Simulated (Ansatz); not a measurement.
Born–Oppenheimer molecular dynamics of C$_{2}$H$_{6}$ClFSi (11 atoms, charge 0, multiplicity 1). It goes on from the last frame of an earlier run, with new velocities.

Level of theory: Ansatz, RKS B3LYP-D4/STO-3G.

| Item | Value |
| --- | --- |
| ensemble | NVT, Langevin thermostat |
| time step | 0.5 fs |
| steps asked | 250 |
| set temperature | 300 K |
| friction | 0.01 /fs |
| seed | 931753 |

First frame:

```xyz
11
Properties=species:S:1:pos:R:3
Si -0.196 -0.112 -0.027
F 0.163 -0.320 1.576
Cl 1.993 0.384 -0.888
C -0.935 1.523 -0.132
H -0.345 2.018 0.619
H -0.884 1.834 -1.126
H -1.905 1.827 0.018
C -0.719 -1.642 -0.836
H -0.363 -2.732 -0.371
H -1.875 -1.962 -0.796
H -0.432 -1.413 -1.871
```

Q: How far do the bonds stretch over the last three quarters of this one trajectory? (Pairs bonded in most of those frames.)

A: 
```tsv
bond	mean (Å)	spread (Å)	shortest	longest
Si1–F2	1.642	0.048	1.55	1.72
Si1–Cl3	2.122	0.059	2.01	2.20
Si1–C4	1.902	0.099	1.74	2.07
Si1–C8	1.874	0.049	1.76	1.96
C4–H5	1.100	0.028	1.04	1.16
C4–H6	1.101	0.026	1.06	1.14
C4–H7	1.101	0.022	1.04	1.15
C8–H9	1.102	0.023	1.04	1.16
C8–H10	1.103	0.031	1.04	1.16
C8–H11	1.101	0.029	1.03	1.16
```

Mean temperature of the second half: 506 K. The mean temperature of the second half is 69 % above the set value. A run of 0.12 ps of so small a system gives no equilibrium averages. Limits of this set-up: minimal basis.

Time of the run: 9.5 min on 1 thread of Arm Neoverse V2, on a shared host, peak memory 0.11 GiB.
